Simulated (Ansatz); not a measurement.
Born–Oppenheimer molecular dynamics of F2H6OSi (10 atoms, charge 0, multiplicity 1). It starts at the highest image of a converged band. Of that band: The profile has 2 maxima (images 2, 5) with wells between them (image 3): this band takes more than one step, which may be the mechanism or a detour left from its start path. A vibrational analysis at the climbing image gives one clearly imaginary mode, 638i cm⁻¹: a first-order saddle point.

Theory: Ansatz 0.2.0, RKS B3LYP-D4/def2-SVP.

```json
{
 "ensemble": "NVE (velocity Verlet)",
 "time step": "0.5 fs",
 "steps asked": "200",
 "starting velocities drawn for": "100 K",
 "seed": "2412"
}
```

First frame:

```xyz
10
Properties=species:S:1:pos:R:3
Si -0.670 0.434 -0.769
F 0.201 -1.330 -0.673
H -1.151 1.859 -0.562
H 0.006 0.542 -2.084
H -1.940 -0.323 -0.640
H 0.879 -0.261 1.183
O 0.343 0.619 0.728
H 0.804 -1.563 0.288
F 1.302 -1.409 1.293
H 0.225 1.432 1.236
```

(1) How far do the bonds stretch over the last three quarters of this one trajectory? (Pairs bonded in most of those frames.)

Results:

(1) 
| bond | mean (Å) | spread (Å) | shortest | longest |
| --- | --- | --- | --- | --- |
| Si1–F2 | 1.816 | 0.096 | 1.69 | 1.96 |
| Si1–H3 | 1.521 | 0.009 | 1.50 | 1.54 |
| Si1–H4 | 1.490 | 0.027 | 1.45 | 1.53 |
| Si1–H5 | 1.490 | 0.015 | 1.47 | 1.52 |
| Si1–O7 | 1.948 | 0.121 | 1.81 | 2.23 |
| H6–O7 | 1.024 | 0.039 | 0.98 | 1.12 |
| O7–H10 | 0.966 | 0.006 | 0.96 | 0.98 |
| H8–F9 | 1.004 | 0.051 | 0.95 | 1.14 |

Mean temperature of the second half: 166 K. The conserved energy stayed within 0.04 meV per atom of its start (net change 0.025 meV per atom), so the integration is sound. The kinetic energy rose, since the run started high on the potential surface and went downhill. It ends in pieces (FH + FH3Si + H2O), so much of that is their flight and rotation, not heat. A run of 0.1 ps of so small a system gives no equilibrium averages. The orbitals stay closed-shell, which can raise the energy where a bond breaks towards radicals; this wasn't checked here.

The run took 4.4 min on 2 threads of Arm Neoverse V2, with other jobs on the host, peak memory 0.17 GiB.
